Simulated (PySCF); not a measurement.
## MnBr₂, sextet: molecular constants

Computed with UPBE0/[Mn def2-SVP, Br def2-SVP], no relativity, density fitting, PySCF.

The structure is a minimum.

- Point group: D∞h
- Bond lengths: Mn–Br 2.331 Å (×2)
- Bond angles: Br–Mn–Br 180.0°
- Rotational constants: 0.01966 cm⁻¹
- Lowest empty level (β): -2.97 eV
- Entropy at 298.15 K and 1 bar (electronic part: spin only): 319.7 J/(mol K)
- Highest occupied level (α): -7.95 eV
- Rotational symmetry number: 2
- Atomisation energy without zero-point energy: 714 kJ/mol
- Principal quadrupole moments (Buckingham, traceless) about the centre of mass: -14.87, 7.44, 7.44 D Å
- Principal polarisabilities: 34.3, 34.3, 86.3 bohr³
- Enthalpy at 298.15 K above 0 K: 15.20 kJ/mol
- Spin squared ⟨S²⟩: 8.767
- Heat capacity Cp at 298.15 K: 59.5 J/(mol K)
- Zero-point energy: 4.3 kJ/mol
- Dipole moment: 0.00 D

Harmonic modes (masses in u: Mn 54.938, Br 78.918):
```csv
symmetry,ω (cm⁻¹),"IR (km/mol, summed over degenerate members)",μ (u)
πu,62,32.3,59.62
σg+,206,0.0,78.92
σu+,395,112,59.62
```

In D∞h the vibrations span πu + σg+ + σu+. The σg+ mode carries no infrared intensity, as symmetry demands. With a centre of inversion only u modes can be infrared active and only g modes Raman active.

Charges (e):
```json
{"atom": "Mn1", "Mulliken": "0.75", "Löwdin": "0.52", "polar tensor": "1.27", "spin (Mulliken)": "5.02", "Mayer order to Mn1": "–"}
{"atom": "Br2,3", "Mulliken": "-0.38", "Löwdin": "-0.26", "polar tensor": "-0.63", "spin (Mulliken)": "-0.01", "Mayer order to Mn1": "1.03"}
```

Mulliken populations on Mn1: s 6.54, p 12.50, d 5.20, f 0.00.

Outer orbital energies (eV). α occupied: -11.80, -11.80, -9.31, -9.15, -8.53, -8.53, -7.95, -7.95; empty: -1.28, 0.17, 0.17, 1.68. β occupied: -20.98, -20.79, -10.30, -9.13, -8.53, -8.53, -8.36, -8.36; empty: -2.97, -2.01, -2.01, -2.00.

Formally Mn is in oxidation state +2, d5, with 5 unpaired electrons (the high-spin count). The Mulliken spin on Mn is 5.02. The polar-tensor charge on Mn, 1.27, is below the formal one.

Other isomers or separated fragments may lie lower. Other spin states or occupations of the open shell can lie lower.

The final relaxation and frequency run took roughly 80 core-seconds on a shared host.
